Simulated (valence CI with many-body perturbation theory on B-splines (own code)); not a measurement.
**Energy levels of Os⁷¹⁺**

Computed by valence CI with perturbative core correlation (CI+MBPT): three valence electrons over a frozen Dirac-Fock core [He], a basis of 11 s, 11 p, 9 d, 7 f, 5 g, 2 h, 1 i functions for each j, with the one-electron correlation potential Σ1, the two-electron term Σ2, the three-electron term Σ3, Breit, model QED; selected CI, second order for the rest (own B-spline code, finite nucleus).

No measured spectrum was set against this ion. As an estimate, large intervals hold to a few tenths of a per cent, small ones and those within an open d or f shell to about a per cent.

Levels 91 to 103 of 103, with energies above the lowest level, (2s^2 2p1/2) J=1/2. "Leading %" is the weight of the configuration and term that name the level; weights of strongly mixed levels are sums over their largest components and can fall short. In the jj column 3d3/2^4 stands for four electrons in 3d with j = 3/2.

```tsv
No.	Configuration	Term	J	E (eV)	Leading %	Second component	g	Leading jj
91	2p2 3p	2P°	1/2	14102	87	8 % 2p2 3p 4D°	0.619	2p1/2 2p3/2 3p3/2 (99 %)
92	2p2 3d	2G	7/2	14108	55	25 % 2p2 3d 2F	0.994	2p1/2 2p3/2 3d3/2 (99 %)
93	2p2 3d	2D	5/2	14125	37	32 % 2p2 3d 2F	1.113	2p1/2 2p3/2 3d3/2 (99 %)
94	2p2 3d	2D	3/2	14131	47	18 % 2p2 3d 2P	1.096	2p1/2 2p3/2 3d3/2 (100 %)
95	2p2 3d	2P	1/2	14141	39	32 % 2p2 3d 4P	1.591	2p1/2 2p3/2 3d3/2 (100 %)
96	2p2 3d	4D	7/2	14216	46	39 % 2p2 3d 4F	1.291	2p1/2 2p3/2 3d5/2 (100 %)
97	2p2 3d	2G	9/2	14234	65	35 % 2p2 3d 4F	1.161	2p1/2 2p3/2 3d5/2 (100 %)
98	2p2 3d	2P	3/2	14235	40	25 % 2p2 3d 4P	1.306	2p1/2 2p3/2 3d5/2 (99 %)
99	2p2 3d	2F	5/2	14237	44	19 % 2p2 3d 4D	1.124	2p1/2 2p3/2 3d5/2 (99 %)
100	2p2 3d	2D	5/2	14255	57	29 % 2p2 3d 4P	1.250	2p1/2 2p3/2 3d5/2 (99 %)
101	2p2 3d	2F	7/2	14262	71	12 % 2p2 3d 4F	1.122	2p1/2 2p3/2 3d5/2 (99 %)
102	2p2 3d	2D	3/2	14271	57	30 % 2p2 3d 2P	0.959	2p1/2 2p3/2 3d5/2 (100 %)
103	2p2 3d	2P	1/2	14277	57	38 % 2p2 3d 2S	1.225	2p1/2 2p3/2 3d5/2 (100 %)
```
